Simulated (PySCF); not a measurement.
# Identify the compound

Molecular formula: C9H9Cl. Simulated spectra:

¹H NMR (600 MHz, computed): δ 7.51 (m, 2H), 7.44 (m, 2H), 6.98 (d, 1H), 6.79 (d, 1H), 2.47 (s, 3H).

¹³C{¹H} NMR (computed): δ 144.1 (C), 141.0 (CH), 136.5 (C), 134.8 (CH, 2C), 131.6 (CH, 2C), 130.1 (CH), 24.0 (CH3).

PySCF 2.14 calculation with shieldings: GIAO PBE0/pcSseg-1 and geometry: GFN2-xTB; averaged over atoms made equivalent by symmetry, fast rotation or ring inversion, non-relativistic Hamiltonian, one computed conformer, in vacuum.

Shifts are taken against calculated references (same method and geometry level): ¹H, ¹³C vs TMS.

Choose the structure that fits.
A. C#C/C(Cl)=C(/C=C)CC=C
B. ClC[C@]12C=C[C@@H]3[C@H](C=C1)[C@@H]32
C. Cc1ccc(/C=C/Cl)cc1

Results:

C. 

1. The formula gives 5 degrees of unsaturation (1 ring in the answer).
2. 7 carbon signals for 9 carbons: some carbons are equivalent by symmetry or fast rotation.
3. Carbon types of the structure: 2 × C, 6 × CH, 1 × CH3, which accounts for all hydrogens.
4. δC 144.1, 136.5: substituted aromatic carbon.
5. δC 141.0, 130.1: alkene CH; the olefinic region.
6. δC 134.8, 131.6: aromatic CH; the aromatic region.
7. δC 24.0: methyl carbon on an aromatic ring; a saturated carbon with 1 carbon neighbour and no heteroatom attached.
8. δH 7.51, 7.44: hydrogen on an aromatic CH; the ring current deshields protons in the ring plane.

The others: ClC[C@]12C=C[C@@H]3[C@H](C=C1)[C@@H]32 would give 6 carbon signals, not 7; C#C/C(Cl)=C(/C=C)CC=C would give 9 carbon signals, not 7.

Carbons that carry Cl, above all several Cl atoms, come out too deshielded, partly because spin–orbit coupling is missing. Shifts are as computed. Against solution values, carbons near 30 ppm lie about +3 ppm off and those near 130 ppm about +5 ppm; carbons on Cl a further +6 ppm. Of 1211 compounds with measured shifts, 218 miss one by over three times the rms of a fit or turn the order of signals round; such compounds aren't used in these exercises. No couplings were computed; multiplicities are counted from neighbouring protons, with m where these are inequivalent, close in shift, in a saturated or five-membered ring or joined by F or P, and br s for small geminal =CH2 splittings.
